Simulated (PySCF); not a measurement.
F₅Nb, SMILES [F][Nb+]([F])([F])([F])[F] (connectivity only; charge and spin as stated), charge +1, multiplicity 2.

Geometry: PBE0-D3(BJ)/def2-SVP. The spin state was assumed, not searched. The def2 effective core potentials stand for the cores of Nb; spin–orbit coupling is left out.

The numbers are results of ωB97X/def2-TZVP run with PySCF, not measurements.

* **total energy**: -556.13751 hartree
* **point group**: Cs
* **α spin, highest occupied and lowest empty level**: -21.90 and -7.56 eV
* **β spin, highest occupied and lowest empty level**: -21.70 and -11.12 eV
* **dipole moment about the centre of nuclear charge**: 0.060 e·Å
* **mean static polarisability**: 33.5 bohr³ (4.97 Å³)
* **polarisability, principal values**: 32.4, 32.7, 35.5 bohr³
* **⟨S²⟩**: 0.752 (pure state 0.75)
